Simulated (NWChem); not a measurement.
System: C5H11Si, doublet; SMILES C=[C][Si](C)(C)C

```xyz
17

C      0.0408    -2.7567    -0.0007
C      0.2850    -1.4675    -0.0022
Si     0.0136     0.3554     0.0000
C      0.8190     1.0666     1.5446
C      0.8094     1.0691    -1.5485
C     -1.8336     0.7414     0.0058
H      0.8428    -3.5122    -0.0063
H     -0.9851    -3.1641     0.0064
H      0.6811     2.1590     1.5867
H      1.8998     0.8575     1.5599
H      0.3776     0.6328     2.4553
H      1.8900     0.8600    -1.5709
H      0.3623     0.6369    -2.4572
H      0.6712     2.1616    -1.5879
H     -2.3242     0.3233     0.8985
H     -2.0006     1.8311     0.0052
H     -2.3298     0.3217    -0.8831
```
Atoms are numbered in this order, from 1.

All runs: NWChem. Spin-unrestricted. All runs use the structure optimised with PBE0/def2-SVP, spin-unrestricted. No frequency run checked for a minimum. No stability test was run on the SCF state. Level MN15/def2-SVP: energy and gradient on several grids; changes count from the extra-fine grid, which is no exact limit either.

Task: Which is the coarsest grid (coarse; fine; xcoarse; xfine; medium) from which on the energy stays within 50 μHa and each gradient component within 100 μHa/bohr of xfine?

Result: medium.
```csv
grid,size of the energy change (μHa),largest change of a gradient component (μHa/bohr),"time, medium = 1 (rough)"
xcoarse,70000,2000,about 1
coarse,400,400,about 1
medium,< 10,60,about 1
fine,< 10,< 30,about 1
xfine,< 10,< 30,3
```
